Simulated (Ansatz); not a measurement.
Reaction (formal exchange of groups at a C–C bond): `BCC=O` + `C[SiH2]Cl` → `BCC[SiH2]Cl` + `C=O`

Calculated with Ansatz (gas phase, PBE0-D4/def2-TZVP geometries, no zero-point term in ΔE). CCSD(T)/CBS adds triple-zeta CCSD(T) − MP2 to the extrapolated MP2 energy (def2 sets, frozen cores). This one scheme is used for every species. DFT in def2-TZVPP. B3LYP here is the variant with VWN-RPA as its local correlation; programs differ in this. One conformer a species, not always the lowest.

`BCC=O`:

```xyz
9

B     0.648    1.118    0.201
C    -0.187   -0.161    0.498
C    -0.388   -1.050   -0.685
O    -0.043   -2.198   -0.739
H     1.224    1.678    1.085
H     0.666    1.582   -0.901
H    -1.164    0.316    0.720
H     0.114   -0.726    1.381
H    -0.869   -0.559   -1.559
```

`C[SiH2]Cl`:

Cartesian coordinates in Å:
```
C 0.814 0.197 0.565
Si -0.649 -0.054 -0.550
Cl -1.712 -1.711 0.064
H 1.383 1.074 0.243
H 1.475 -0.671 0.538
H 0.493 0.355 1.596
H -0.230 -0.295 -1.953
H -1.575 1.104 -0.504
```

`BCC[SiH2]Cl`:

```xyz
13

B    -0.391   -2.242    0.204
C    -0.208   -0.816   -0.374
C     0.435    0.251    0.515
Si    0.356    1.978   -0.184
Cl   -1.622    2.495   -0.476
H    -0.319   -2.449    1.383
H    -0.672   -3.149   -0.525
H     0.250   -0.843   -1.370
H    -1.258   -0.538   -0.594
H    -0.033    0.257    1.505
H     1.493    0.019    0.687
H     1.023    2.057   -1.507
H     0.946    2.981    0.737
```

`C=O`:

Cartesian coordinates in Å:
```
C -0.004 0.002 0.000
O 1.025 -0.598 0.093
H -0.736 0.048 0.831
H -0.285 0.548 -0.924
```

| level | ΔE (kJ/mol) | difference from CCSD(T)/CBS |
| --- | --- | --- |
| LDA (SPW92) | 66.0 | 13.0 |
| revPBE-D4 | 56.3 | 3.3 |
| B3LYP-D4 | 56.8 | 3.8 |
| r2SCAN | 65.9 | 12.9 |
| r2SCANh | 65.0 | 12.0 |
| CCSD/def2-SVP | 45.9 | -7.1 |
| CCSD(T)/def2-TZVPP | 52.4 | -0.6 |
| HF/def2-QZVPP | 61.2 | 8.2 |
| SCS-MP2/def2-QZVPP | 52.2 | -0.8 |
| MP2/CBS(def2) | 53.9 | 0.9 |
| CCSD(T)/CBS | 53.0 | 0 |

Largest T1 diagnostic among the species: 0.015.

The D4 term adds −6.1 kJ/mol with B3LYP and −3.6 kJ/mol with PBE0; it sums over pairs of atoms, weighted by their polarisabilities, and B3LYP, whose exchange is more repulsive, gets the larger term. In def2-TZVPP, CCSD(T) changes the Hartree–Fock value by −8.6 kJ/mol (the triples alone add −0.4 kJ/mol) and MP2 by −7.7 kJ/mol. At CCSD(T), def2-SVP lies −7.4 kJ/mol from the extrapolated value and def2-TZVPP −0.6 kJ/mol.
